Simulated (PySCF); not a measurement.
## A single-point calculation

TaO(OH)3 (singlet). PySCF 2.14.0, RKS B3LYP, Ta def2-SVP with ECP60, O def2-SVP, H def2-SVP; non-relativistic Hamiltonian with scalar-relativistic core potentials where named; density fitting; no spin-orbit coupling. Purpose: singlet excitations, Tamm-Dancoff B3LYP.

```python
mol = gto.M(atom='''
Ta    -0.34000     0.00000     0.17427
O      0.55613     0.00000     1.67019
O      0.15057     1.57886    -0.81367
H      0.80146     2.26648    -0.59520
O     -2.22610     0.00000     0.56926
H     -2.69500     0.00000     1.41988
O      0.15057    -1.57886    -0.81367
H      0.80146    -2.26648    -0.59520''',
    basis={'Ta': 'def2-SVP', 'O': 'def2-SVP', 'H': 'def2-SVP'},
    ecp={'Ta': 'def2-SVP'},
    charge=0, spin=0)
mf = dft.RKS(mol, xc='B3LYP')
mf.grids.atom_grid = (50, 194)
mf = mf.density_fit()  # fitting sets: Ta def2-universal-JKFIT, O def2-universal-JKFIT, H def2-universal-JKFIT
mf.conv_tol = 1e-08; mf.max_cycle = 55
mf.kernel(dm0)  # dm0: converged density of the relaxed state
td = mf.TDA(); td.nstates = 8; td.kernel()
```

Run from Python with OMP_NUM_THREADS=2; the lines above give its settings. Where DIIS fails, smearing, a level shift and second-order steps follow.
It took 54 s on 2 threads of Intel(R) Xeon(R) Platinum 8259CL CPU @ 2.50GHz (Skylake/Cascade Lake), on a shared host, from an already converged density.

(1) Where do the frontier levels lie, over both spins?

(2) What are the Mulliken charges and spins?

(3) Which singlet excitations follow (Tamm-Dancoff, 8 states)?

The geometry was relaxed with PBE (Ta def2-SVP with ECP60, O def2-SVP, H def2-SVP).

## Answers

(1) HOMO -8.86 eV, LUMO -0.50 eV. 

(2) 
```json
{"atom": "Ta1", "charge (e)": "1.033", "spin (e)": "0.000"}
{"atom": "O2", "charge (e)": "-0.373", "spin (e)": "0.000"}
{"atom": "O3", "charge (e)": "-0.445", "spin (e)": "0.000"}
{"atom": "H4", "charge (e)": "0.226", "spin (e)": "0.000"}
{"atom": "O5", "charge (e)": "-0.446", "spin (e)": "0.000"}
{"atom": "H6", "charge (e)": "0.225", "spin (e)": "0.000"}
{"atom": "O7", "charge (e)": "-0.445", "spin (e)": "0.000"}
{"atom": "H8", "charge (e)": "0.226", "spin (e)": "0.000"}
```

(3) 
```
state    eV  oscillator strength
    1  6.81               0.0000
    2  7.01               0.0006
    3  7.03               0.0019
    4  7.11               0.0003
    5  7.14               0.0000
    6  7.16               0.0054
    7  7.17               0.0038
    8  7.30               0.0018
```
Functionals without range separation put charge-transfer states too low; the basis has no diffuse functions.
